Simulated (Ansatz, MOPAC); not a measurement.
Species: SiAsH4, net charge 0, doublet state. SMILES: [SiH2][AsH2]

Atoms: Si1, As2, H3, H4, H5, H6. Bonds: Si1-As2, Si1-H3, Si1-H4, As2-H5, As2-H6.

Bond lengths (Å) and angles (degrees) optimised at AM1 with MOPAC; PM3 with MOPAC; MNDO with MOPAC; HF/STO-3G with Ansatz (a program for electronic structure); HF/3-21G with Ansatz; MP2/6-31G* with LANL2DZ past Ar with Ansatz, each started from the B3LYP-D3(BJ)/def2-TZVP structure (Ansatz) of the last column. A row stands for all coordinates that are equal there; 6 of 7 kinds are shown. 6-31G* holds six Cartesian d functions. No wavenumbers were computed at MNDO, HF/STO-3G, MP2/6-31G* with LANL2DZ past Ar, so these may be saddle points.

```csv
coordinate,AM1,PM3,MNDO,HF/STO-3G,HF/3-21G,MP2/6-31G* with LANL2DZ past Ar,B3LYP-D3(BJ)/def2-TZVP
Si1-As2,2.433,2.340,2.411,2.306,2.453,2.375,2.375
Si1-H3,1.458,1.484,1.365,1.429,1.490,1.489,1.490
As2-H5,1.522,1.524,1.542,1.453,1.517,1.532,1.524
As2-Si1-H3,114.4,113.8,115.0,108.7,109.5,108.7,108.5
Si1-As2-H5,92.3,93.3,96.3,96.6,96.0,96.8,94.3
H3-Si1-H4,114.2,110.3,113.1,106.6,109.3,108.8,107.9
```

Mean signed difference of all 5 bond lengths from B3LYP-D3(BJ)/def2-TZVP: AM1 -0.002 Å, PM3 -0.009 Å, MNDO -0.035 Å, HF/STO-3G -0.067 Å, HF/3-21G 0.013 Å, MP2/6-31G* with LANL2DZ past Ar 0.003 Å.
